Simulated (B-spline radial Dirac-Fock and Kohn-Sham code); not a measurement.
**Ta⁺: non-radiative channels of the M5 vacancy**

System: the Ta⁺ ion in the configuration 1s2 2s2 2p6 3s2 3p6 3d10 4s2 4p6 4d10 4f14 5s2 5p6 5d3 6s1, inside a Watson sphere of charge -1 and radius 2.4 Å (a model of the Madelung potential; inside it an electron's potential energy is raised by 6.0 eV).

Level of theory: independent-particle radiative and Coulomb Auger rates from relativistic LDA hole-state orbitals, with Dirac-Fock energies; a radial atomic solver. Kinetic energies are configuration averages from the vacuum level; the two-hole energies are estimated from single-hole states.

```
transition  kinetic energy (eV)  width (meV)  share (%)
   M5-N1N5                899.7         84.1        4.8
   M5-N2N5                999.3         85.0        4.9
   M5-N3N5               1065.0          132        7.6
   M5-N4N5               1227.9          179       10.3
   M5-N5N5               1239.9          201       11.6
   M5-N4N7               1437.8         76.1        4.4
   M5-N5N6               1447.6          124        7.1
   M5-N5N7               1451.2          194       11.2
   M5-N6N7               1657.2          262       15.1
   M5-N7N7               1659.7          179       10.3
```

The listed channels hold 87 % of the non-radiative rate. Summed by principal shells, of 1.74 eV in all: MNN 94.8 %, MNO 5.0 %.

Values without a named source are computed, but for edge energies of neutral atoms, which are taken from tables.
